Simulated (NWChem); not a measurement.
Everything below was run with NWChem. System: Br (+1), charge 1, spin multiplicity 3. Its SCF solution wasn't tested for a lower state. Level: UMP2/def2-QZVP, 9 core orbitals frozen.

The NWChem input:

```
start mol
memory heap 200 mb stack 900 mb global 1100 mb
charge 1
geometry units angstroms nocenter noautoz
  Br     0.000000     0.000000     0.000000
  symmetry group D2h
end
basis spherical
  * library def2-qzvp
end
scf
  uhf
  nopen 2
  maxiter 100
  thresh 1e-7
  semidirect memsize 60000000 filesize 0
  # guess.movecs holds the orbitals of an unrestricted PBE0 run
  vectors input guess.movecs output mol.movecs
end
mp2
  freeze core 9
end
task mp2 energy
```

NWChem printed:

```
             Northwest Computational Chemistry Package (NWChem) 7.3.0
             --------------------------------------------------------

                                NWChem Input Module
                                -------------------

 Scaling coordinates for geometry "geometry" by  1.889725989
 (inverse scale =  0.529177249)

                             Geometry "geometry" -> ""
                             -------------------------

 Output coordinates in angstroms (scale by  1.889725989 to convert to a.u.)

  No.       Tag          Charge          X              Y              Z
 ---- ---------------- ---------- -------------- -------------- --------------
    1 Br                  35.0000     0.00000000     0.00000000     0.00000000

 Effective nuclear repulsion energy (a.u.)       0.0000000000

            Nuclear Dipole moment (a.u.)
            ----------------------------
        X                 Y               Z
 ---------------- ---------------- ----------------
     0.0000000000     0.0000000000     0.0000000000

      Symmetry information
      --------------------

 Group name             D2h
 Group number             26
 Group order               8
 No. of unique centers     1

      Symmetry unique atoms

     1


 Summary of "ao basis" -> "" (spherical)
 ------------------------------------------------------------------------------
       Tag                 Description            Shells   Functions and Types
 ---------------- ------------------------------  ------  ---------------------
 *                         def2-qzvp                  on all atoms

 Summary of "ao basis" -> "ao basis" (spherical)
 ------------------------------------------------------------------------------
       Tag                 Description            Shells   Functions and Types
 ---------------- ------------------------------  ------  ---------------------
 Br                        def2-qzvp                25       75   11s7p4d2f1g

                                 NWChem SCF Module
                                 -----------------

  ao basis        = "ao basis"
  functions       =    75
  atoms           =     1
  alpha electrons =    18
  beta  electrons =    16
  charge          =   1.00
  wavefunction    = UHF
  use symmetry    = T
  symmetry adapt  = T

 Summary of "ao basis" -> "ao basis" (spherical)
 ------------------------------------------------------------------------------
       Tag                 Description            Shells   Functions and Types
 ---------------- ------------------------------  ------  ---------------------
 Br                        def2-qzvp                25       75   11s7p4d2f1g

      Symmetry analysis of basis
      --------------------------

        ag         22
        au          2
        b1g         6
        b1u        11
        b2g         6
        b2u        11
        b3g         6
        b3u        11

 Forming initial guess at       0.2s

   Symmetry analysis of molecular orbitals - initial alpha
   -------------------------------------------------------

  Numbering of irreducible representations:

     1 ag          2 au          3 b1g         4 b1u         5 b2g
     6 b2u         7 b3g         8 b3u

  Orbital symmetries:

     1 ag          2 ag          3 b2u         4 b3u         5 b1u
     6 ag          7 b2u         8 b3u         9 b1u        10 ag
    11 b1g        12 b2g        13 b3g        14 ag         15 ag
    16 b3u        17 b2u        18 b1u        19 ag         20 b2u
[...]
    1 Br  35    34.00   1.80 -0.02  0.18  0.76  1.05  0.25  1.06  0.85  0.46  1.28  0.33  6.00  3.32  2.22  0.60  1.63  1.97  0.26  8.40  1.43  0.17  0.00  0.00  0.00  0.00

  Mulliken analysis of the alpha density
  --------------------------------------

    Atom       Charge   Shell Charges
 -----------   ------   -------------------------------------------------------
    1 Br  35    18.00   0.90 -0.01  0.09  0.38  0.52  0.12  0.53  0.42  0.22  0.66  0.15  3.00  1.69  1.09  0.32  1.25  1.48  0.17  4.19  0.72  0.09  0.00  0.00  0.00  0.00

   Mulliken analysis of the beta density
   -------------------------------------

    Atom       Charge   Shell Charges
 -----------   ------   -------------------------------------------------------
    1 Br  35    16.00   0.90 -0.01  0.09  0.38  0.52  0.12  0.53  0.43  0.24  0.62  0.18  3.00  1.63  1.13  0.28  0.39  0.50  0.08  4.21  0.72  0.08  0.00  0.00  0.00  0.00

   Mulliken analysis of the spin density
   -------------------------------------

    Atom       Charge   Shell Charges
 -----------   ------   -------------------------------------------------------
    1 Br  35     2.00  -0.00 -0.00  0.00  0.00 -0.00  0.00  0.00 -0.00 -0.01  0.05 -0.03  0.00  0.07 -0.03  0.03  0.86  0.98  0.09 -0.01  0.00  0.01 -0.00  0.00  0.00  0.00

       Multipole analysis of the density wrt the origin
       ------------------------------------------------

     L   x y z        total         alpha         beta         nuclear
     -   - - -        -----         -----         ----         -------
     0   0 0 0      1.000000    -18.000000    -16.000000     35.000000

     1   1 0 0      0.000000      0.000000      0.000000      0.000000
     1   0 1 0      0.000000      0.000000      0.000000      0.000000
     1   0 0 1     -0.000000     -0.000000      0.000000      0.000000

     2   2 0 0    -10.033652     -6.840243     -3.193409      0.000000
     2   1 1 0      0.000000      0.000000      0.000000      0.000000
     2   1 0 1      0.000000     -0.000000      0.000000      0.000000
     2   0 2 0    -10.033652     -6.840243     -3.193409      0.000000
     2   0 1 1     -0.000000     -0.000000     -0.000000      0.000000
     2   0 0 2    -11.824846     -6.560664     -5.264182      0.000000

                   NWChem MP2 Semi-direct Energy/Gradient Module
                   ---------------------------------------------

  Basis functions       =     75
  Molecular orbitals    =     75
  Frozen core           =      9
  Frozen virtuals       =      0
  Active alpha occupied =      9
  Active beta occupied  =      7
  Active alpha virtual  =     57
  Active beta virtual   =     59
  Use MO symmetry       = T
  Use skeleton AO sym   = T

  AO/Fock/Back tols     =   1.0D-09  1.0D-09  1.0D-09

 GA uses MA = F    GA memory limited = T

 Available:
  local mem=  1.26D+08
 global mem=  1.44D+08
 local disk=  0.00D+00
  mp2_memr nvloc                    57
  nvloc new                    57
   1 passes of   9:        7340032                      53859                   4980667.
   1 passes of   9: M    126151259           G      144167950           F     118811227.

 Semi-direct pass number   1 of   1  for UHF alpha       at        5.1s
  vrange nnbf                  2850
  mp2_eaftype                    18  avail_ma_in_mb                  1099
 EAF : mp2_eaftype filesize          18    2490333.
  mp2_eaf for mointskh                     18
Node 0 wrote     11.7 Mb in      0.1 s     Agg I/O rate:   191.9 Mb/s
 Done moints_semi at       13.8s
  mp2_eaftype                    18  avail_ma_in_mb                  1081
 EAF : mp2_eaftype filesize          18    2490333.
  mp2_eaf for kh                    18
 Done maket at       13.9s
 Done multipass loop at       13.9s

 GA uses MA = F    GA memory limited = T

 Available:
  local mem=  1.26D+08
 global mem=  1.44D+08
 local disk=  0.00D+00
  mp2_memr nvloc                    59
  nvloc new                    59
   1 passes of   7:        7340032                      45597                   4011667.
   1 passes of   7: M    126151259           G      144167950           F     118811227.

 Semi-direct pass number   1 of   1  for UHF beta        at       14.1s
  vrange nnbf                  2850
  mp2_eaftype                    15  avail_ma_in_mb                  1099
 EAF : mp2_eaftype filesize          15    2005833.
  mp2_eaf for mointskh                     15
Node 0 wrote      9.4 Mb in      0.0 s     Agg I/O rate:   482.1 Mb/s
 Done moints_semi at       23.1s
  mp2_eaftype                    15  avail_ma_in_mb                  1084
 EAF : mp2_eaftype filesize          15    2005833.
  mp2_eaf for kh                    15
 Done maket at       23.2s
 Done multipass loop at       23.2s

          -------------------------------------------
          SCF energy               -2572.052612639853
          Correlation energy          -0.281668615039
          Singlet pairs                0.000000000000
          Triplet pairs                0.000000000000
          Total MP2 energy         -2572.334281254892
          -------------------------------------------

          ---------------------------------------------------
                    Spin Component Scaled (SCS) MP2
          Same spin pairs                     -0.087870066976
          Same spin scaling factor             0.333333333333
          Opposite spin pairs                 -0.193798548063
          Opposite spin scaling fact.          1.200000000000
          SCS-MP2 correlation energy          -0.261848280001
          Total SCS-MP2 energy             -2572.314460919854
          ---------------------------------------------------

 -----------------------
 Performance information
 -----------------------

 Timer overhead =  1.37D-07 seconds/call

               Nr. of calls         CPU time (s)                 Wall time (s)                GFlops
             ---------------    -------------------     ------------------------------   -------------------
Name         Min   Avg   Max    Min     Avg     Max     Min     Avg     Max   Mx/calls   Min     Max     Sum
mp2: moin     2     2     2    18.     18.     18.      18.     18.     18.     8.8      0.0     0.0     0.0
mp2: make     2     2     2   0.22    0.22    0.22     0.22    0.22    0.22    0.11      0.0     0.0     0.0
mp2: tota     1     1     1    18.     18.     18.      18.     18.     18.     18.      0.0     0.0     0.0

 The average no. of pstat calls per process was 5.00D+00
 with a timing overhead of 6.86D-07s

 Task  times  cpu:       23.1s     wall:       23.1s

 Total times  cpu:       23.2s     wall:       23.2s
```
